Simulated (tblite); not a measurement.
Compound: C5H5ClO2 (charge -1 and doublet state).
Numbering: `[CH3:1][C-:2]1[CH:3][O:4][C:5]([OH:6])=[C:7]1[Cl:8]` (hydrogens: H9, H10, H11 on C1; H12 on C3; H13 on O6)

Structure optimised with GFN2-xTB, isolated species. This method treats the open shell by occupation alone, without spin polarisation.

Problem. Give the optimised bond lengths and angles.

Solution. 
| bond | length (pm) | order |
| --- | --- | --- |
| C1–C2 | 149.5 | single |
| C2–C3 | 137.2 | single |
| C3–O4 | 138.8 | single |
| O4–C5 | 144.9 | single |
| C5–O6 | 141.3 | single |
| C5=C7 | 145.3 | double |
| C7–Cl8 | 173.5 | single |
| C2–C7 | 139.5 | single |
| C1–H9, C1–H10, C1–H11 | 109.1 | single |
| C3–H12 | 107.4 | single |
| O6–H13 | 97.3 | single |

Bonds in one row agree within 1 pm and their mean is given. Orders are formal, as drawn. A selection of angles:
| angle | degrees |
| --- | --- |
| C1–C2–C3 | 126.8 |
| C1–C2–C7 | 126.9 |
| C3–C2–C7 | 106.3 |
| C2–C3–O4 | 111.8 |
| C3–O4–C5 | 107.1 |
| O4–C5–O6 | 110.9 |
| O4–C5–C7 | 103.7 |
| O6–C5–C7 | 120.5 |
| C5–C7–Cl8 | 123.4 |
| C2–C7–C5 | 109.8 |
| C2–C7–Cl8 | 123.7 |
| H13–O6–C5 | 110.2 |

Dihedral angles: C1–C2–C3–O4 -179° (antiperiplanar); C2–C3–O4–C5 5° (synperiplanar); C3–O4–C5–O6 -140° (anticlinal); O4–C5–C7–Cl8 172° (antiperiplanar); C1–C2–C7–C5 173° (antiperiplanar); H13–O6–C5–O4 59° (synclinal). The mirror-image conformer, all signs reversed, is as good.

The 5-membered ring C2–C3–O4–C5–C7 has internal angles of 103.7° to 111.8°; it is slightly puckered (a soft mode that the optimisation may not have finished), 0.05 Å rms from its mean plane, widest ring torsion 11°. C5 (carbon bonded to C and 2 O) is pyramidal (angles 120.5°, 110.9° and 103.7°, sum 335.2°, 0.42 Å off the plane of its three neighbours). C3 (carbon bonded to C, O and H) is planar (angles 131.5°, 116.5° and 111.8°, sum 359.9°, 0.02 Å off the plane of its three neighbours). The C–C distances run from 1.372 Å (C2–C3, drawn single in a drawing that doesn't fit all lengths) to 1.495 Å (C1–C2, drawn single in a drawing that doesn't fit all lengths), a spread of 0.123 Å. The C–O distances run from 1.388 Å (C3–O4, drawn single in a drawing that doesn't fit all lengths) to 1.449 Å (O4–C5, drawn single in a drawing that doesn't fit all lengths), a spread of 0.061 Å. C2 (carbon bonded to 3 C) is planar (angles 126.9°, 126.8° and 106.3°, sum 360.0°, 0.01 Å off the plane of its three neighbours). O4 (oxygen bonded to 2 C) is bent (angle 107.1°).

Point group: C1 (no symmetry element, even within 0.4 Å). Its lowest GFN2-xTB frequency is 16i cm⁻¹, too small to tell a flat minimum from a shallow saddle. Whether the extra electron is bound in the gas phase wasn't checked; a finite basis holds it in any case. Torsions: O4–C5–O6–H 59°.

Hardware: one thread, Arm Neoverse V2 (aarch64), on a shared host. Cost: 0.8 s. These figures are those of the optimisation.

These are computed values.
